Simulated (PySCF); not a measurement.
# Dipole response of Mg (magnesium, neutral)

[Ne] 3s2, closed-shell 1S. Computed with PySCF 2.14 in ANO-RCC-VTZP (5s4p2d1f, 34 functions), with the spin-free X2C one-electron Hamiltonian (Gaussian nucleus). Coupled (time-dependent) response in atomic units; α is the mean over directions. The basis has no added diffuse functions, which lowers α and C₆.

```json
{"method": "UHF", "mean α (bohr³)": "77.95", "C₆ (like pair)": "715.4", "S(−4)": "3206"}
{"method": "PBE", "mean α (bohr³)": "71.71", "C₆ (like pair)": "627.5", "S(−4)": "2759"}
{"method": "PBE0", "mean α (bohr³)": "73.33", "C₆ (like pair)": "651.6", "S(−4)": "2854"}
{"method": "TPSS", "mean α (bohr³)": "76.95", "C₆ (like pair)": "714.2", "S(−4)": "3022"}
{"method": "LC-wPBE", "mean α (bohr³)": "76.45", "C₆ (like pair)": "698.0", "S(−4)": "3060"}
```

S(−4) is the Cauchy moment in α(ω) = α(0) + S(−4) ω² + …

Reference α: 71.2 ± 0.4 bohr³ (recommended; Schwerdtfeger and Nagle, table of static dipole polarizabilities (2023 update)). Published C₆: 626.0 (Chu and Dalgarno (2004); Tang, Norbeck and Certain (1976)).

α(iu) at UHF:

| u (hartree) | α(iu) (bohr³) |
| --- | --- |
| 0 | 77.95 |
| 0.0500 | 70.68 |
| 0.100 | 55.27 |
| 0.200 | 29.62 |
| 0.300 | 16.82 |
| 0.500 | 7.204 |
| 0.750 | 3.536 |
| 1.00 | 2.151 |
| 1.50 | 1.113 |
| 2.00 | 0.7256 |
| 3.00 | 0.4201 |
| 5.00 | 0.2223 |

A single London oscillator, α(iu) = α/(1 + u²/ω²), gives C₆ = (3/4) ω α². Matching the computed C₆ needs ω = 4 × 715.4 / (3 × 77.95²) = 0.157 hartree.
